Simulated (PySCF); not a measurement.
C3H6F2Si, SMILES F[SiH2]C1(CC1)F.

Geometry: B3LYP-D3(BJ)/def2-SVP. This is a generated structure with no PubChem entry under its InChIKey; it may be hypothetical. Other conformers were not sampled.

Two levels are set side by side: TDDFT-PBE/def2-SVPD (PySCF) and TDDFT-B3LYP/def2-SVPD (PySCF). Vertical, same geometry. The lowest singlet is HOMO→LUMO 100 % with PBE and HOMO−1→LUMO 98 % with the other functional; states are paired by order. Differences are taken from unrounded values.

| quantity | TDDFT-B3LYP | TDDFT-PBE | TDDFT-PBE minus TDDFT-B3LYP |
|---|---|---|---|
| lowest singlet excitation (eV) | 6.71 | 5.97 | -0.73 |
| lowest triplet excitation (TDA) (eV) | 6.41 | 5.77 | -0.64 |

A lower first singlet is the usual sign of a functional without exact exchange. Differences between two approximate levels are no errors against the true value.

Rough cost on one machine, each run with all the roots and properties that it gave: TDDFT-B3LYP against TDDFT-PBE about 3 times.
